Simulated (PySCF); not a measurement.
# Reading the logs of faulty runs: AlCH7NSi

These are calculations, not measurements. The program is PySCF 2.14.0, an open-source quantum chemistry code, run on an isolated molecule that a program drew, which may never have been made. The molecule is AlCH7NSi (charge 0, doublet), drawn as the SMILES string `C[N]([AlH2])[SiH2]`.

Each row is a Hartree-Fock (HF) and frozen-core CCSD(T) single point in the cc-pV(D+d)Z basis, meant for a local HF minimum. Run 1 is clean. Each other run has one planted mistake out of seven kinds, and not every kind appears here: one electron removed, one electron added, multiplicity raised by two, geometry at a saddle point, minimal basis STO-3G, one bond length entered in bohr, all coordinates scaled. The reference is restricted for singlets and unrestricted otherwise, and also for a bond in bohr. Adding or removing an electron swaps singlet and doublet. Electrons count all cores. HOMO and LUMO are orbital energies over both spins, the gradient is its largest component, and the lowest frequency (negative if imaginary) is given only where the gradient is small. Bond lengths are over the 10 bonds as drawn. T1 is the CCSD diagnostic: over 0.02 (restricted) or 0.045 (unrestricted) a single reference is doubtful.

Geometry of the clean run:
```xyz
11
AlCH7NSi, angstrom
C     0.4469   -0.3211    0.4970
N    -0.0193    0.5504   -0.5954
Al   -0.6689    2.1811   -0.2548
Si    0.1089   -0.1147   -2.1984
H     1.5047   -0.5768    0.3828
H    -0.1204   -1.2560    0.5345
H     0.3314    0.1715    1.4644
H    -1.1538    3.0721   -1.4608
H    -0.7274    2.6568    1.2484
H     1.5187   -0.4354   -2.5498
H    -0.6924   -1.3600   -2.3428
```

```
run  electrons  basis functions  <S^2>  HOMO (eV)  LUMO (eV)  gradient (hartree/bohr)  lowest frequency (cm^-1)  mean bond (Å)  longest bond (Å)      T1  HF (hartree)  CCSD(T) (hartree)                     mistake
  1         47              109  0.753      -8.87       1.74                  1.2e-05                        99         1.4411             1.788  0.0141    -627.24483         -627.78145                    no fault
  2         47              109  3.783      -4.29      -0.80                  9.3e-02                         -         1.4411             1.788  0.0185    -627.09115         -627.60074  multiplicity raised by two
  3         47               35  0.751      -6.31       6.56                  4.3e-02                         -         1.4411             1.788  0.0148    -619.81770         -620.03887        minimal basis STO-3G
  4         48              109  0.000      -0.28       5.62                  7.2e-02                         -         1.4411             1.788  0.0175    -627.21491         -627.78827          one electron added
  5         47              109  1.536      -8.28       1.30                  1.2e-02                         -         1.5813             2.978  0.0507    -627.14384         -627.67188                           ?
  6         47              109  0.753      -8.80       1.81                  1.5e-02                         -         1.4137             1.754  0.0136    -627.24102         -627.77441                           ?
```

**Which mistake was planted in run 5, and what did it cost?**

The mean bond changes by a factor of 1.097 and the longest by 1.666, so the molecule wasn't scaled as a whole. A length L in bohr read as angstrom grows by (1/0.5292 - 1) L = 0.890 L. The 10 bonds together grew by 10 x 0.1402 = 1.402 Å, which gives L = 1.576 Å. That is the length of one of the Al-H bonds, 1.576 Å in the clean geometry. So the mistake is: one bond length entered in bohr. Subtracting run 1 and multiplying by 627.51 kcal/mol a hartree, the energy moved by 63.4 kcal/mol in HF and 68.8 kcal/mol in CCSD(T).

**Which mistake was planted in run 6, and what did it cost?**

The mean and the longest bond both change by the same factor, 0.981, and the gradient is no longer small. So the mistake is: all coordinates scaled. Subtracting run 1 and multiplying by 627.51 kcal/mol a hartree, the energy moved by 2.4 kcal/mol in HF and 4.4 kcal/mol in CCSD(T).

Cautions from the logs. Run 5: T1 is over the limit, so its CCSD(T) energy is less reliable.
